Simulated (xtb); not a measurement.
C₄H₁₂O₃Si, triplet, at the geometry of the source list (a higher spin typed on purpose: for a closed-shell molecule this is an excited state). Base run: xtb with GFN2-xTB.

Input for xtb:
```
$ xtb mol.xyz --gfn 2 --uhf 2 --json

# file mol.xyz
20

C     -2.36020000    -1.27880000    -0.52230000
O     -1.50130000    -0.18120000    -0.65810000
Si    -0.00020000    -0.00160000    -0.06600000
C      0.00500000     0.04540000     1.84420000
O      0.60510000     1.36420000    -0.70190000
C      0.08180000     2.66080000    -0.62600000
O      0.89080000    -1.23220000    -0.63870000
C      2.27380000    -1.42340000    -0.53130000
H     -1.89410000    -2.17990000    -0.92450000
H     -2.61030000    -1.44680000     0.52810000
H     -3.27190000    -1.05500000    -1.07920000
H     -0.66120000     0.81350000     2.22740000
H      0.99650000     0.25380000     2.23670000
H     -0.31710000    -0.90150000     2.26870000
H     -0.92450000     2.69130000    -1.04710000
H      0.74110000     3.31650000    -1.19770000
H      0.04330000     3.00240000     0.41130000
H      2.81060000    -0.58400000    -0.97650000
H      2.52180000    -2.34380000    -1.06310000
H      2.57090000    -1.51980000     0.51590000
```

The base run was repeated with changes; each row names its change, and settings that it needs were set with it.

| change | ΔE vs base (kcal/mol) | dipole (D) | G_solv (kcal/mol) | SCF cycles |
|---|---|---|---|---|
| base | 0.000 | 2.32 | - | 16 |
| acc = 0.1 | 0.000 | 2.32 | - | 19 |
| acc = 0.0001 | 0.000 | 2.32 | - | 24 |
| gbsa = toluene | -8.55 | 2.69 | -8.97 | 17 |
| gbsa = water | -4.42 | 2.77 | -5.22 | 16 |
| etemp = 10 | -1.58 | 2.58 | - | 18 |

ALPB and GBSA are two models with their own fitted parameters for each solvent, which aren't always the measured dielectric constant.
